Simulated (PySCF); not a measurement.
Level of theory: PBE-D3(BJ)/def2-TZVP // B3LYP-D3(BJ)/def2-TZVP in PySCF. All species are isolated molecules in the gas phase. 

Reference species (SMILES): `O[S+]` (lower triplet) (charge +1, multiplicity 3).

| Quantity | Result |
|---|---|
| highest occupied spin orbital | -14.41 eV |

Changed species: `N#C[O+]` (lower triplet) (O, X = cyano, multiplicity 3; the reference has S, X = hydroxy, multiplicity 3).

Task: What does the change do to the highest occupied spin orbital?

Result: the highest occupied spin orbital falls by 3.91 eV, to -18.32 eV.
